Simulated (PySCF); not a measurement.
Vibration and rotation of AsF⁺

UHF-CCSD(T) constants of AsF⁺, ²Π (doublet), unpaired electrons π ↑ (basis As aug-pcseg-1, F aug-pcseg-1; no relativity; PySCF 2.14; masses 74.9216 and 18.9984 u):

| Property | Result |
| --- | --- |
| ωe | 774.0 cm⁻¹ |
| ωexe | 2.87 cm⁻¹ |
| Be | 0.37787 cm⁻¹ |
| αe | 0.00216 cm⁻¹ |
| D (centrifugal) | 3.6e-07 cm⁻¹ |
| De to As⁺ + F | 4.16 eV |

(1) Give the vibrational terms G(v) and spacings up to v = 6.

(2) How well does the Morse estimate ωe²/(4ωexe) reproduce De, and what is D0?

Correlated steps freeze 10 core orbitals. Correlated levels converge slowly with the basis: in double zeta they bind strong bonds too weakly, by up to about 1 eV, and carry superposition errors of some tenths. Spin–orbit coupling is left out. For an ion De counts to the pair picked by the measured ionisation energies or electron affinities, which need not be the lowest pair at this level. The state is the lowest determinant that a PBE0 search found; another state may lie lower at other levels.

Answers

(1) G(v) = ωe(v+½) − ωexe(v+½)².

```csv
v,G(v) (cm⁻¹),G(v) − G(v−1),Bv (cm⁻¹)
0,386.3,,0.3768
1,1154.5,768.3,0.3746
2,1917.1,762.5,0.3725
3,2673.8,756.8,0.3703
4,3424.9,751.0,0.3681
5,4170.2,745.3,0.3660
6,4909.7,739.6,0.3638
```

(2) It gives 6.47 eV, 156 % of the computed De. D0 = De − G(0) = 4.16 − 0.05 = 4.11 eV.
